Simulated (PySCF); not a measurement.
**A series of related molecules**

The calculation used TDA CAM-B3LYP/aug-cc-pVDZ excited states, vertical, gas phase (PySCF 2.14.0). Geometry: PBE0-D3(BJ)/def2-SVP.

Each molecule in one low-energy conformer.

How does the vertical S1–T1 gap change along this series?
- CB(C)C(=C=CC#N)C#N (H replaced by B(CH3)2)
- CN(C)C(=C=CC#N)C#N (H replaced by N(CH3)2)
- N#CC=C=C(C#N)C(F)(F)F (H replaced by CF3)


```tsv
molecule	S1 (eV)	S1 from	f(S1)	T1 (eV)	T1 from	S1 − T1 (eV)	S0–T1 spin-orbit coupling (cm⁻¹)	S1–T1 spin-orbit coupling (cm⁻¹)
CB(C)C(=C=CC#N)C#N	4.68	HOMO→LUMO	0.000	3.71	HOMO−1→LUMO	0.97	0.30	1.36
CN(C)C(=C=CC#N)C#N	3.66	HOMO→LUMO	0.002	3.21	HOMO→LUMO+1	0.46	2.56	1.97
N#CC=C=C(C#N)C(F)(F)F	5.24	HOMO→LUMO+1	0.001	3.81	HOMO→LUMO	1.43	0.46	2.73
```
The vertical S1–T1 gap is lowest for CN(C)C(=C=CC#N)C#N and highest for N#CC=C=C(C#N)C(F)(F)F.
